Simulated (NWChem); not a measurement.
Si₂H₃ClF₂; SMILES F[SiH2][Si@H](F)Cl

```xyz
8

F      0.6998     2.0725     0.9845
Si     0.0737     1.6802    -0.4654
Si    -0.5693    -0.5749    -0.4042
F     -1.7562    -0.7707     0.6845
Cl     1.0470    -1.7044     0.1861
H      1.1207     1.8715    -1.5095
H     -1.0907     2.5697    -0.7402
H     -1.0624    -1.1023    -1.7050
```
Atoms are numbered in this order, from 1.

Level: PBE0/def2-SVP (NWChem), optimised geometry, unscaled harmonic frequencies. 

| frequency (cm⁻¹) | IR intensity (km/mol) |
|---|---|
| 42 | 1.4 |
| 90 | 2.1 |
| 122 | 1.7 |
| 229 | 19.9 |
| 297 | 27.4 |
| 411 | 10.6 |
| 499 | 39.2 |
| 579 | 64.2 |
| 732 | 11.8 |
| 784 | 232.1 |
| 819 | 28.3 |
| 855 | 50.3 |
| 898 | 227.1 |
| 927 | 120.8 |
| 945 | 89.0 |
| 2245 | 73.3 |
| 2257 | 106.7 |
| 2263 | 109.9 |

```json
{
 "zero_point_energy": "21.4 kcal/mol",
 "thermal correction to the enthalpy at 298.15 K (with zero-point energy)": "26.6 kcal/mol",
 "heat capacity Cv": "23.1 cal/(mol K)",
 "entropy at 298.15 K and 1 atm (symmetry number 1)": "87.5 cal/(mol K)",
 "dipole_moment": "2.47 D"
}
```

Rigid rotor and harmonic oscillator; modes under 100 cm⁻¹ make the entropy uncertain.
